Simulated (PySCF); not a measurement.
## Distorted geometries of [Ce(H2O)4]3+

[Ce(H2O)4]3+ (singlet in the valence; each metal's 4f electrons, 1 of them, lie in its core potential, out of spins and levels). PySCF 2.14.0, RKS PBE, Ce lcecp-1-SVP with ECP47, O def2-SVP, H def2-SVP; non-relativistic Hamiltonian with scalar-relativistic core potentials where named; density fitting; no spin-orbit coupling. Relaxed geometry:

```xyz
13

Ce    0.0000    0.0000    0.0000
O     1.4492    1.3977    1.3342
H     2.2574    1.1337    1.8475
H     1.3917    2.3762    1.4952
O    -1.4491   -1.3342    1.3977
H    -1.3918   -1.4951    2.3761
H    -2.2574   -1.8475    1.1337
O     1.4492   -1.3977   -1.3342
H     1.3917   -2.3762   -1.4952
H     2.2574   -1.1337   -1.8475
O    -1.4491    1.3342   -1.3977
H    -2.2574    1.8475   -1.1337
H    -1.3918    1.4951   -2.3761
```

Task: Order these distorted geometries by energy above the relaxed one, lowest first.
A.
```xyz
13

Ce    0.0882   -0.0073    0.0440
O     1.5305    1.3017    1.3356
H     2.1620    1.1236    2.1745
H     1.3222    2.4042    1.6870
O    -1.3878   -1.3085    1.3772
H    -1.3940   -1.5341    2.4207
H    -2.4329   -1.7931    1.1265
O     1.6770   -1.3625   -1.4822
H     1.4496   -2.4648   -1.4848
H     2.2735   -1.0520   -1.9782
O    -1.5007    1.2376   -1.5265
H    -2.1634    1.8352   -1.2406
H    -1.6243    1.6199   -2.4534
```
B.
```xyz
13

Ce    0.0791   -0.0265    0.0466
O     1.4521    1.3860    1.5594
H     2.1150    1.3403    2.0112
H     1.4710    2.4201    1.4339
O    -1.4437   -1.1516    1.3276
H    -1.3089   -1.5438    2.4103
H    -2.2363   -1.9939    1.1133
O     1.4354   -1.3819   -1.5815
H     1.4317   -2.4017   -1.4896
H     2.3480   -1.1020   -1.7736
O    -1.4994    1.1658   -1.4502
H    -2.3075    1.6274   -1.1304
H    -1.5366    1.6617   -2.4769
```
C.
```xyz
13

Ce   -0.0635    0.1279   -0.0521
O     1.5757    1.2823    1.3036
H     2.1544    0.9951    1.9213
H     1.2584    2.2738    1.3737
O    -1.4637   -1.4111    1.5618
H    -1.4673   -1.3492    2.4015
H    -2.1981   -1.7425    1.0186
O     1.3778   -1.3711   -1.4014
H     1.3625   -2.3724   -1.3224
H     2.3471   -1.0508   -1.8184
O    -1.4658    1.3257   -1.3398
H    -2.1826    1.9415   -1.1677
H    -1.2351    1.3509   -2.4788
```

Result: C (2.69 eV), A (3.09 eV), B (3.13 eV).

Task: Which forces (eV/Å) act in the one that lies 3.09 eV up?

Result: 
```
Ce    0.03  -0.30  -1.53
O     0.51   4.13   4.10
H    -1.02  -0.14  -2.07
H     0.67  -3.67  -1.68
O    -4.03  -2.30   1.67
H     0.21   0.54  -2.35
H     3.80   1.75   0.70
O   -11.14  -7.05   8.81
H     1.75   3.94  -0.81
H     8.78   3.38  -7.45
O     1.54  -0.59  -1.38
H    -2.27   1.49   2.26
H     1.16  -1.19  -0.27
```
Forces carry noise of the integration grid, about 0.01 to 0.03 eV/Å.

An lcecp potential fixes the number of 4f electrons, so in runs with it no electron can move into or out of that shell.
